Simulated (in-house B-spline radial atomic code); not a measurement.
Radial electron density of K⁺, [Ne] 3s2 3p6. Method: scalar-relativistic (X2C) B3LYP, spin-polarised, spherical fractional occupations, Fermi nucleus of rms radius 3.4349 fm. Calculated with a B-spline radial code for spherical atoms.

Columns: r (bohr), 4πr²n(r) (electrons per bohr), bar.

```
  0.0031   0.5678 #
 0.00371   0.7839 ##
 0.00445    1.082 ##
 0.00532    1.478 ###
 0.00638    2.017 ####
 0.00763     2.72 #####
 0.00914    3.645 #######
  0.0109    4.801 #########
  0.0131    6.317 ############
  0.0157    8.149 ################
  0.0188    10.31 ####################
  0.0225    12.74 #########################
  0.0269    15.32 ##############################
  0.0322    17.89 ##################################
  0.0386    20.14 #######################################
  0.0462    21.69 ##########################################
  0.0554    22.25 ###########################################
  0.0663    21.65 ##########################################
  0.0794    20.04 #######################################
   0.095    17.97 ###################################
   0.114    16.27 ###############################
   0.136    15.84 ###############################
   0.163    17.08 #################################
   0.195    19.56 ######################################
   0.234    22.05 ###########################################
    0.28    22.82 ############################################
   0.335    20.88 ########################################
   0.401    16.47 ################################
   0.481    11.12 #####################
   0.575    7.034 ##############
   0.689    5.296 ##########
   0.825    5.623 ###########
   0.988     6.55 #############
    1.18    6.689 #############
    1.42    5.584 ###########
     1.7    3.814 #######
    2.03    2.142 ####
    2.43   0.9651 ##
    2.91   0.3439 #
    3.49  0.09268 
    4.17  0.01864 
       5  0.00245
```

On this grid the curve has 3 maxima, near 0.0554, 0.28, 1.18 bohr.

The 3p down radial function P(r) = rR(r), positive near the nucleus:

```
r (bohr)         P
 0.00371  0.001019
 0.00532  0.002015
 0.00763  0.003979
  0.0109  0.007751
  0.0157   0.01517
  0.0225   0.02893
  0.0322   0.05367
  0.0462    0.0964
  0.0663    0.1642
   0.095    0.2585
   0.136    0.3637
   0.195    0.4322
    0.28    0.3785
   0.401    0.1264
   0.575   -0.3051
   0.825   -0.7309
    1.18   -0.8914
     1.7   -0.7037
    2.43   -0.3715
    3.49     -0.12
       5  -0.01999
```
